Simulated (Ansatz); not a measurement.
## CH9NOSi2: where a starting geometry ends

The starting geometry of this gas-phase singlet was optimised with GFN2-xTB; its bonds are those of `CN[SiH2]O[SiH3]`.

```xyz
14

C    -1.2684   -0.2029    1.1028
N    -1.4933   -0.5481   -0.2822
O     1.0546   -0.3075   -1.1522
Si   -0.4878   -0.0399   -1.5784
Si    2.2945   -1.2095   -0.6403
H    -0.1978   -0.1064    1.2665
H    -1.6521   -0.9930    1.7527
H    -1.7486    0.7409    1.3851
H    -2.4728   -0.6896   -0.4765
H    -0.8672   -0.8881   -2.7035
H    -0.4602    1.3936   -1.8832
H     3.3592   -0.2347   -0.4084
H     2.6288   -2.1669   -1.6936
H     1.9182   -1.9051    0.5921
```

Task: Where would you expect an optimisation with PBE0-D3(BJ)/def2-SVP to take it?

Result: It keeps its bonds, and is `CN[SiH2]O[SiH3]`.

The energy falls by 0.27 eV over 37 steps:

| step | E − E(last) (eV) |
| --- | --- |
| 1 | 0.269 |
| 5 | 0.053 |
| 9 | 0.020 |
| 13 | 0.008 |
| 17 | 0.003 |
| 21 | 0.002 |
| 25 | 0.001 |
| 29 | 0.000 |
| 33 | 0.000 |
| 37 | 0.000 |

Final geometry (Å):

```yaml
atoms:
  - { symbol: C, position_ang: [-1.4481, -0.1595, 1.0464] }
  - { symbol: N, position_ang: [-1.3255, -0.5413, -0.3401] }
  - { symbol: O, position_ang: [1.3015, -0.1328, -1.3450] }
  - { symbol: Si, position_ang: [-0.3231, 0.2134, -1.5128] }
  - { symbol: Si, position_ang: [2.2316, -1.3283, -0.6739] }
  - { symbol: H, position_ang: [-1.0659, 0.8640, 1.1858] }
  - { symbol: H, position_ang: [-0.8800, -0.8120, 1.7355] }
  - { symbol: H, position_ang: [-2.5001, -0.1546, 1.3798] }
  - { symbol: H, position_ang: [-1.7540, -1.4303, -0.5710] }
  - { symbol: H, position_ang: [-0.7770, -0.2825, -2.8425] }
  - { symbol: H, position_ang: [-0.4326, 1.6912, -1.3769] }
  - { symbol: H, position_ang: [3.6606, -1.0465, -0.9875] }
  - { symbol: H, position_ang: [1.8655, -2.6696, -1.2276] }
  - { symbol: H, position_ang: [2.0543, -1.3684, 0.8109] }
```

No frequencies were run, so the end isn't proven a minimum. Run with Ansatz 0.2.0, 2.5 min on 2 threads of Intel(R) Xeon(R) Processor @ 2.70GHz, with other jobs on the host.
